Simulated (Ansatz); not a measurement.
```yaml
atoms:
  - { symbol: Al, position_ang: [0.0000, 0.0000, 0.0000] }
  - { symbol: Al, position_ang: [0.0000, 0.0000, 2.5000] }
```

Basis set: cc-pVDZ (spherical functions). Left uncorrelated: 10 orbitals. Charge 0, multiplicity 1.

Computed with Ansatz (development build ahead of 0.2.0); the reference of a correlated method needn't be the lowest determinant of its kind. Restricted open shells among the atoms or ions are ROHF, correlated in semicanonical orbitals with singles.

Problem. Give the atomization energy at this shape (free ground-state atoms in the same class of orbitals less the molecule, no zero-point energy) of singlet Al₂ by RHF-CCSDT, RHF-CCSD(T), RHF-CCSD.

Solution.

| method | atomization energy |
| --- | --- |
| RHF-CCSDT | 14.55 kcal/mol |
| RHF-CCSD(T) | 13.58 kcal/mol |
| RHF-CCSD | 9.45 kcal/mol |

Caution: large amplitudes, a single reference is doubtful; no unrestricted run beside it, a lower state can exist; the reference determinant was not shown to be the lowest; the shape is not the minimum.
